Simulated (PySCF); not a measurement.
Delta-SCF ions had no search for a lower state. Excitations are Tamm–Dancoff values on a coarser integration grid. The basis has no diffuse functions, so Rydberg states are missing or too high.

C₅H₁₀, SMILES `C=CC(C)C` (C–C–C–C torsion 118°) (charge 0, multiplicity 1)

Calculation: PySCF with TPSSh-D3(BJ)/def2-TZVP // B3LYP-D3(BJ)/def2-TZVP.

```
Property                                                                      Value
-------------------------------------------  --------------------------------------
HOMO                                                                       -6.70 eV
dipole moment                                                                0.36 D
HOMO–LUMO gap                                                               6.68 eV
LUMO                                                                       -0.01 eV
S1 excitation (TDA)                                                         7.45 eV
S1 oscillator strength                                                        0.023
brightest of the four lowest singlets (TDA)                                 7.78 eV
T1 excitation (TDA)                                                         4.48 eV
S1–T1 gap (TDA)                                                             2.97 eV
vertical ionisation energy (Delta-SCF)                                      9.37 eV
total energy                                                           -196.6339 Ha
cost                                         about 17 core-minutes (a rough figure)
```

```xyz
15

C      2.0753    -0.6838     0.3484
C      0.7889    -0.3834     0.4663
C     -0.0955     0.1138    -0.6401
C     -1.2453    -0.8681    -0.8966
C     -0.6365     1.5112    -0.3143
H      2.5941    -0.5842    -0.5988
H      2.6578    -1.0381     1.1893
H      0.3044    -0.4963     1.4348
H      0.5089     0.1819    -1.5504
H     -1.8659    -0.9785    -0.0033
H     -1.8864    -0.5122    -1.7059
H     -0.8672    -1.8551    -1.1664
H      0.1765     2.2237    -0.1682
H     -1.2341     1.4907     0.6010
H     -1.2748     1.8781    -1.1209
```
